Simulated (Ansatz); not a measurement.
Total energies of Cu4⁻ from Ansatz at PBE0-D4/def2-TZVPD, gas phase (1 Eh = 27.2114 eV = 2625.5 kJ/mol). The reference geometry is relaxed at r2SCAN-D4/def2-SVPD.

| atom | x (Å) | y (Å) | z (Å) |
| --- | --- | --- | --- |
| Cu1 | 1.7221 | 0.8277 | 0.5397 |
| Cu2 | -1.7219 | -0.8278 | -0.5400 |
| Cu3 | 0.3515 | 0.0012 | -1.1223 |
| Cu4 | -0.3517 | -0.0011 | 1.1226 |

```csv
state,geometry,energy (Eh)
charge -1 doublet,reference,-6561.20592
charge 0 singlet,reference,-6561.15656
charge -1 quartet,relaxed at r2SCAN-D4/def2-SVPD,-6561.18970
```

Question: Work out the vertical ionisation energy to the singlet.

Answer: E(charge 0 singlet) − E(charge -1 doublet) = -6561.15656 − (-6561.20592) = 0.04936 Eh = 1.34 eV. For comparison, −ε of the highest occupied level of the spin that leaves is -0.02 eV at this level, 1.36 eV less.

Question: Which of the charge -1 states is lowest, and how far above it are the others?

Answer: The doublet. quartet: -6561.18970 − (-6561.20592) = 0.01622 Eh = 42.6 kJ/mol. The quartet differs in its bonds from the reference.

At PBE0-D4/def2-TZVPD the highest occupied level of the charge -1 doublet lies above zero (up to 0.02 eV). By energy differences its removal costs 1.34 eV (vertical, to the charge 0 singlet, at PBE0-D4/def2-TZVPD); a positive level beside a positive removal energy at the same level points to self-interaction error. 

The structure comes from a short search, and lower isomers may exist.
